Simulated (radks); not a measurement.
Values are calculated unless marked as measured or tabulated.
Question: The table gives one normalised radial function P(r) = r R(r) of V8+ in [Ne] 3s2 3p3 (r in bohr). Level of theory: non-relativistic Kohn-Sham, r2SCAN, spin-polarised, spherical densities, point nucleus; open shells are filled with parallel spins first; meta-GGA in the generalised Kohn-Sham scheme (a radial shooting solver on a logarithmic mesh with Libxc functionals).

r	P
0.007665	0.1720
0.01081	0.2248
0.01525	0.2839
0.02151	0.3405
0.03035	0.3763
0.04246	0.3622
0.0599	0.2590
0.08449	0.0358
0.1192	-0.2889
0.1681	-0.5929
0.2371	-0.6468
0.3345	-0.2489
0.4681	0.4953
0.6603	1.1397
0.9314	1.1370
1.314	0.6033
1.853	0.1538
2.614	0.0150

Which n and l does it have? It may be an empty orbital.

Answer: n = 3, l = 0: the number of nodes gives n - l - 1 = 2, the rise at small r (about r^(l+1)) gives l, and the extent must fit the shell. The curve is that of 3s up; the table hardly tells the two spins apart. 3s up: eigenvalue -221.35 eV, 2 radial nodes at r = 0.0881, 0.378 bohr, <r> = 0.858 bohr, 90 % of the charge inside 1.25 bohr.
